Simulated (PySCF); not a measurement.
C2H4NO, SMILES C[N]C=O, multiplicity 2. Atoms are numbered in the order given.

```xyz
8

C     -1.4431    -0.2912     0.0727
N     -0.2722    -0.3879    -0.7424
C      0.9345    -0.0495    -0.1804
O      1.0617     0.7697     0.7173
H     -2.1949     0.3400    -0.4335
H     -1.9002    -1.2992     0.1293
H     -1.2492     0.0833     1.0920
H      1.8076    -0.5218    -0.6832
```
Charge 0, spin multiplicity 2.

Geometry: B3LYP-D3(BJ)/def2-SVP. The isomer is the one that the SMILES or the coordinates give; other isomers of the formula were not compared. Other conformers were not sampled.

Calculation: B3LYP-D3(BJ)/def2-SVP (PySCF 2.14.0).

Harmonic, unscaled wavenumbers; measured fundamentals usually lie a few per cent lower.

**Question.** Estimate the vibrational spectrum. (An estimate is asked for; the answer gives what the named calculation found.)

**Answer.** 
```csv
mode,ν (cm⁻¹),IR (km/mol),moving atoms (share of kinetic energy)
1,78,3.3,H 89 %
2,206,36.7,"H 32 %, C 27 %, O 20 %, N 20 %"
3,341,17.7,"C 29 %, H 28 %, O 25 %, N 17 %"
4,653,22.4,"N 39 %, O 24 %, C 22 %, H 14 %"
5,926,39.8,"C 61 %, H 24 %, N 15 %"
6,1002,0.8,"H 59 %, C 35 %"
7,1023,9.1,"H 69 %, C 20 %, N 11 %"
8,1119,7.4,"H 63 %, C 24 %, N 13 %"
9,1252,46.3,"N 51 %, C 40 %, H 9 %"
10,1373,17.2,H 88 %
11,1396,12.1,"H 82 %, C 9 %"
12,1418,15.5,H 95 %
13,1461,30.5,"H 91 %, C 8 %"
14,1629,70.1,"C 55 %, O 40 %"
15,2981,6.3,H 97 %
16,2996,74.4,H 92 %
17,3051,7.6,"H 91 %, C 9 %"
18,3100,10.0,"H 90 %, C 10 %"
```
